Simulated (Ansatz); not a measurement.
disilylmethane (CH₈Si₂), singlet, at a GFN2-xTB geometry; Ansatz (a quantum-chemistry and plane-wave program) with CCSD/STO-3G.

Here is a job for Ansatz.
Ansatz 0.2 input:
```yaml
crystal:
  periodic: [false, false, false]
  atoms:
    - {symbol: Si, position_ang: [1.46950070, 0.67524300, -0.00431472]}
    - {symbol: C, position_ang: [0.24995850, -0.77336248, -0.14074454]}
    - {symbol: Si, position_ang: [-1.58286457, -0.32449931, 0.06814671]}
    - {symbol: H, position_ang: [2.83970087, 0.18299439, -0.18517777]}
    - {symbol: H, position_ang: [1.18101404, 1.66895244, -1.04054280]}
    - {symbol: H, position_ang: [1.35867644, 1.29737643, 1.31671504]}
    - {symbol: H, position_ang: [0.51380546, -1.52489859, 0.60468436]}
    - {symbol: H, position_ang: [0.38453397, -1.25453083, -1.11051382]}
    - {symbol: H, position_ang: [-1.98252766, 0.63279647, -0.96544211]}
    - {symbol: H, position_ang: [-1.80486526, 0.26122046, 1.39181573]}
    - {symbol: H, position_ang: [-2.40299462, -1.53414758, -0.06071914]}
basis:
  gaussian:
    orbitals: STO-3G
magnetization: {spin_polarized: false}
correlation: {method: ccsd}
```

The log (banner, timings and long lists left out):

```
Functional definition: HF
369 factors; integrals over basis functions are off by at most 3.2e-5 eV
mean field evaluation 1: about -16687.8155 eV, gradient 1.1e1 eV
mean field evaluation 2: about -16687.8821 eV, gradient 1.1e1 eV
mean field evaluation 4: about -16688.3985 eV, gradient 3.8e-1 eV
mean field evaluation 8: about -16688.3991 eV, gradient 5.2e-7 eV
mean field -16688.39905962 eV, -613.2873536379 hartree, gradient 8.0e-6 eV, S^2 0.000000; 0 other end points of the search recorded, 0 dependent functions left out
11 core orbitals not correlated
reference -16688.39905962 eV, -613.2873536379 hartree; 10, 10 occupied and 10, 10 virtual orbitals, 369 factors
second order -3.73753618 eV of doubles, -0.00000000 eV of singles
cycle   1  -4.66511985 eV  change   -9.3e-1 eV  update   7.5e-2
cycle   2  -5.13912093 eV  change   -4.7e-1 eV  update   2.8e-2
cycle   3  -5.15175150 eV  change   -1.3e-2 eV  update   3.6e-3
cycle   4  -5.15501291 eV  change   -3.3e-3 eV  update   1.2e-3
cycle   5  -5.15533067 eV  change   -3.2e-4 eV  update   2.5e-4
cycle   6  -5.15527390 eV  change    5.7e-5 eV  update   4.9e-5
cycle   7  -5.15527960 eV  change   -5.7e-6 eV  update   1.5e-5
Total energy: -16693.55433922 eV, -613.4768066687 hartree
```
